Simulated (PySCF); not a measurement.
Predicted microwave data (PBE0/pcSseg-1 in PySCF (dipole) on a GFN2-xTB geometry, gas phase) for one isomer of C6H8N2:

| Quantity | Value |
| --- | --- |
| Rotational constants | A = 5069, B = 1535, C = 1191 MHz |
| Dipole components | \|μa\| = 0.32 D, \|μb\| = 0.41 D, \|μc\| = 0.53 D |
| Inertial defect | -4.34 u·Å² |
| κ | -0.82 |

Question: Which structure is it? (One computed conformer of each.)
A. `[CH2:1]=[N:2][C:3]([C:4]#[N:5])=[C:6]([CH3:7])[CH3:8]` with C1–N2–C3–C4 3°
B. o-phenylenediamine, `NC1=CC=CC=C1N`
C. `[NH2:1][NH:2][c:3]1[cH:4][cH:5][cH:6][cH:7][cH:8]1` with H–N1–N2–C3 77° and -43°, N1–N2–C3–C4 -21°
D. `[H]/[N:5]=[C:4](\[CH2:3][C:2]#[N:1])[CH:6]1[CH2:7][CH2:8]1` with C2–C3–C4–N5 -123°, C3–C4–C6–C7 145°
E. `[H]/[N:7]=[CH:6]\[C@H:5]1[CH:4]=[C:3]([N:2]=[CH2:1])[CH2:8]1` with C1–N2–C3–C4 180°, C4–C5–C6–N7 129°

Answer: C. It is NNc1ccccc1, an asymmetric top, point group C1. The candidates at the same level (rigid rotor, commonest isotopes):

```json
{"SMILES": "Nc1ccccc1N", "A (MHz)": "3319", "B (MHz)": "2258", "C (MHz)": "1348", "μa (D)": "1.60", "μb (D)": "0.00", "μc (D)": "0.00", "Δ (u·Å²)": "-1.32", "point group": "C2", "rotor": "asymmetric top"}
{"SMILES": "NNc1ccccc1", "A (MHz)": "5069", "B (MHz)": "1535", "C (MHz)": "1191", "μa (D)": "0.32", "μb (D)": "0.41", "μc (D)": "0.53", "Δ (u·Å²)": "-4.34", "point group": "C1", "rotor": "asymmetric top"}
{"SMILES": "[H]/N=C(\\CC#N)C1CC1", "A (MHz)": "3595", "B (MHz)": "1432", "C (MHz)": "1175", "μa (D)": "1.03", "μb (D)": "2.08", "μc (D)": "2.06", "Δ (u·Å²)": "-63.56", "point group": "C1", "rotor": "asymmetric top"}
{"SMILES": "[H]/N=C\\[C@H]1C=C(N=C)C1", "A (MHz)": "7625", "B (MHz)": "1034", "C (MHz)": "981.8", "μa (D)": "1.90", "μb (D)": "1.36", "μc (D)": "1.62", "Δ (u·Å²)": "-40.30", "point group": "C1", "rotor": "near-prolate asymmetric top"}
{"SMILES": "C=NC(C#N)=C(C)C", "A (MHz)": "2720", "B (MHz)": "1902", "C (MHz)": "1135", "μa (D)": "2.43", "μb (D)": "1.93", "μc (D)": "0.09", "Δ (u·Å²)": "-6.30", "point group": "near Cs", "rotor": "asymmetric top"}
```

`Nc1ccccc1N` has B 47 % too high; `[H]/N=C\[C@H]1C=C(N=C)C1` has A 50 % too high; `[H]/N=C(\CC#N)C1CC1` has A 29 % too low; `C=NC(C#N)=C(C)C` has A 46 % too low. No structure here is proved a minimum.
